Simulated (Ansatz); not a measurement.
F$_{2}$H$_{2}$O$_{3}$W, SMILES `[O]=[W]([OH])([OH])([F])[F]`, relaxed with RKS PBE-D4/def2-SVP in Ansatz 0.2.0 from a rough embedded geometry. The force threshold is 0.03 eV/Å; the program also tests the step.

The species carries charge 0 and has multiplicity 1. W: def2 effective core potential.

Start:

```xyz
8

O     1.575   -1.305    0.496
W     0.389   -0.076   -0.362
O    -1.971    0.439   -0.867
O     0.328   -0.122    1.994
F     1.254    1.109   -1.682
F     1.253   -0.818   -1.987
H    -2.474    0.383   -0.002
H    -0.354    0.391    2.410
```

| step | energy (eV) | largest force (eV/Å) | largest move (Å) |
| --- | --- | --- | --- |
| 1 | -13412.5534 | 5.893 | 0.000 |
| 2 | -13415.7354 | 3.170 | 0.200 |
| 3 | -13417.4971 | 1.940 | 0.195 |
| 4 | -13418.8795 | 1.493 | 0.195 |
| 5 | -13419.6901 | 0.971 | 0.195 |
| 6 | -13420.1405 | 0.499 | 0.195 |
| 7 | -13420.3665 | 0.344 | 0.196 |
| 8 | -13420.5566 | 0.425 | 0.195 |
| 9 | -13420.7121 | 0.429 | 0.199 |
| 10 | -13420.8153 | 0.501 | 0.199 |
| 11 | -13420.8532 | 0.721 | 0.193 |
| 12 | -13420.8762 | 0.536 | 0.109 |
| 13 | -13420.8904 | 0.298 | 0.076 |
| 14 | -13420.8910 | 0.231 | 0.052 |
| 15 | -13420.8959 | 0.155 | 0.085 |
| 16 | -13420.8973 | 0.139 | 0.034 |
| 17 | -13420.8979 | 0.037 | 0.013 |
| 18 | -13420.8981 | 0.034 | 0.013 |
| 19 | -13420.8981 | 0.011 | 0.008 |

End:

```xyz
8

O     1.010   -1.697    0.118
W     0.370   -0.170   -0.289
O    -1.504   -0.359   -0.565
O     0.067    0.500    1.468
F     1.734    1.152   -0.397
F     0.492   -0.104   -2.167
H    -2.103   -0.751    0.098
H    -0.068    1.428    1.734
```

It took 30 s on 4 threads of a server CPU on a shared host, with 0.17 GiB of host memory at the peak.
